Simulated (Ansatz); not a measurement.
Geometry optimisation, RKS CAM-B3LYP-D4/def2-SVP in Ansatz 0.2.0.

The input (input.yaml):

```yaml
crystal:
  periodic: [false, false, false]
  atoms:
    - { symbol: C, position_ang: [0.413, -2.2682, 0.3429] }
    - { symbol: C, position_ang: [-0.1426, -1.014, 0.1373] }
    - { symbol: F, position_ang: [-1.5152, -0.8492, 0.0178] }
    - { symbol: O, position_ang: [0.7878, 0.0969, 0.0427] }
    - { symbol: Sn, position_ang: [0.0115, 1.9347, -0.2635] }
    - { symbol: F, position_ang: [-0.9731, 2.019, -1.9221] }
    - { symbol: H, position_ang: [1.4609, -2.3641, 0.4218] }
    - { symbol: H, position_ang: [-0.252, -3.0646, 0.3971] }
    - { symbol: H, position_ang: [-1.0557, 2.3868, 1.1148] }
    - { symbol: H, position_ang: [1.3485, 3.0718, -0.2858] }
basis:
  gaussian: { orbitals: def2-SVP }
hamiltonian:
  xc: cam_b3lyp
  dispersion: d4
relax:
  f_tol: 0.015
  max_steps: 40
```

Launched with:

```bash
$ ansatz run input.yaml --threads 2 --pin off --max-ram 3072MiB --backend cpu --events-out ev --progress --plain --runs-dir out
```

**Question.** Where does it end, and by what steps?

**Answer.** It converged. After 6 steps the energy has fallen by 0.994 eV; F3 moved furthest, 0.32 Å.

```
step  energy less start (eV)  largest force component (eV/Å)  accepted
   0                  0.0000                           4.652       yes
   1                 -0.7921                           1.842       yes
   2                 -0.9528                           0.795       yes
   3                 -0.9778                           0.575       yes
   4                 -0.9904                           0.285       yes
   5                 -0.9890                           0.138        no
   6                 -0.9943                           0.007       yes
```

```xyz
10
Properties=species:S:1:pos:R:3
C 0.392 -2.207 0.321
C 0.003 -0.949 0.149
F -1.313 -0.632 0.134
O 0.756 0.120 -0.017
Sn -0.046 1.951 -0.173
F -0.918 1.976 -1.890
H 1.454 -2.441 0.333
H -0.351 -2.992 0.441
H -1.228 2.202 1.012
H 1.335 2.921 -0.306
```

Whether the end is a true minimum wasn't checked by a vibrational analysis.

Time of the run: 35 s on 2 threads of Arm Neoverse V1, with other jobs on the host, peak memory 0.35 GiB.
